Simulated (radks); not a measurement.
Removal energies from the cerium ion Ce13+, [Kr] 4d9, by Delta-SCF beside the eigenvalue of the level emptied. Calculated with a radial shooting solver on a logarithmic mesh with Libxc functionals: non-relativistic Kohn-Sham, PBE, spin-polarised, spherical densities, point nucleus. Open shells are filled with parallel spins first.

| removed from | final configuration | Delta-SCF (eV) | -eigenvalue (eV) |
|---|---|---|---|
| 4d | [Kr] 4d8 | 345.17 | 330.17 |
| 4p | [Ar] 3d10 4s2 4p5 4d9 | 439.08 | 423.53 |
| 4s | [Ar] 3d10 4s1 4p6 4d9 | 492.23 | 476.41 |
| 3d | [Ar] 3d9 4s2 4p6 4d9 | 1148.3 | 1113.9 |
